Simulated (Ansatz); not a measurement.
```yaml
crystal:
  periodic: [false, false, false]
  atoms:
    - {symbol: Li, position_ang: [-0.940362, -2.348711, -2.349336]}
    - {symbol: Br, position_ang: [-1.590867, -2.742518, 0.002078]}
    - {symbol: Li, position_ang: [-0.942582, -2.351205, 2.354517]}
    - {symbol: Br, position_ang: [-1.587803, 0.003717, -2.742053]}
    - {symbol: Li, position_ang: [-1.426403, 0.002157, 0.003419]}
    - {symbol: Br, position_ang: [-1.590367, 0.000849, 2.748698]}
    - {symbol: Li, position_ang: [-0.938020, 2.355052, -2.347209]}
    - {symbol: Br, position_ang: [-1.587966, 2.747179, 0.004567]}
    - {symbol: Li, position_ang: [-0.940152, 2.352566, 2.356599]}
    - {symbol: Br, position_ang: [1.442730, -2.580897, -2.579209]}
    - {symbol: Li, position_ang: [1.118756, -2.532980, 0.003393]}
    - {symbol: Br, position_ang: [1.440329, -2.583358, 2.586262]}
    - {symbol: Li, position_ang: [1.121268, 0.002190, -2.529229]}
    - {symbol: Br, position_ang: [1.212984, 0.000897, 0.004787]}
    - {symbol: Li, position_ang: [1.118937, -0.000241, 2.538638]}
    - {symbol: Br, position_ang: [1.445331, 2.584987, -2.576709]}
    - {symbol: Li, position_ang: [1.121252, 2.534806, 0.005904]}
    - {symbol: Br, position_ang: [1.442934, 2.582411, 2.588783]}
basis:
  gaussian: {orbitals: def2-TZVP}
total_charge: 1
magnetization: {spin_polarized: true, initial_magnetization: 1}
hamiltonian: {xc: pbe0, dispersion: d4}
scf: {omitted_lower_state_checks: [starts]}
output: {orbitals: {seedname: orbitals}}
```

```sh
$ ansatz run in.yaml --threads 4 --pin off --events-out ev --progress --plain --max-ram 6963MiB
```

Does this run fit into the memory that it is given?

No. It has 558 basis functions, and Ansatz plans for 18 GiB where 7 GiB are given.
